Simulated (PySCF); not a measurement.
**Telling isomers of C8H11O2P apart by NMR**

- geometry: GFN2-xTB
- shielding tensors at PBE0/pcSseg-1 (GIAO)
- code: PySCF 2.14.0 with density-fitted response routines
- gas phase, one conformer, fast rotation and ring inversion assumed for equivalent nuclei, non-relativistic

Shifts are taken against calculated references (same method and geometry level): ¹H (31.72 ppm) and ¹³C (186.93 ppm) vs TMS. Splittings of carbon signals by F and P are missing where no couplings were computed. Where no couplings were computed, multiplicities follow the n + 1 count of equivalent neighbours, and m marks all less simple cases (inequivalent or close neighbours, rings, F or P nearby). Shifts are as computed. Against solution values, carbons near 30 ppm lie about +3 ppm off and those near 130 ppm about +5 ppm. Of 1211 compounds with measured shifts, 218 miss one by over three times the rms of a fit or turn the order of signals round; such compounds aren't used in these exercises.

(1) Tabulate the signals of `COc1cc(C)cc(OC)p1`, `c1cc(P2CCOCC2)co1` and their relative energies.

(2) What is the quickest way to tell COc1cc(C)cc(OC)p1 from c1cc(P2CCOCC2)co1?

## Answers

(1) 
| SMILES | carbon types | δC | δH | E rel. (kcal/mol) |
| --- | --- | --- | --- | --- |
| COc1cc(C)cc(OC)p1 | 3×C 2×CH 3×CH3 | 201.2, 148.3, 121.6, 59.1, 26.0 | 7.22 (m, 2H), 4.16 (s, 6H), 2.54 (s, 3H) | 0.0 |
| c1cc(P2CCOCC2)co1 | 1×C 3×CH 4×CH2 | 148.2, 145.7, 134.3, 117.9, 69.9, 32.3 | 7.55 (m, 1H), 7.29 (m, 1H), 6.60 (m, 1H), 4.06 (m, 4H), 1.87 (m, 4H) | 0.8 |

Energies are electronic energies at PBE0/pcSseg-1 on these geometries, without zero-point or thermal terms, each for the one conformer computed, which needn't be the lowest.

(2) Count the carbon signals: 5 against 6. The first has an aromatic carbon bearing oxygen (C) at 201.2 ppm, the second an sp3 CH2 bonded to O at 69.9 ppm. Their most deshielded carbons lie at 201.2 and 148.2 ppm.
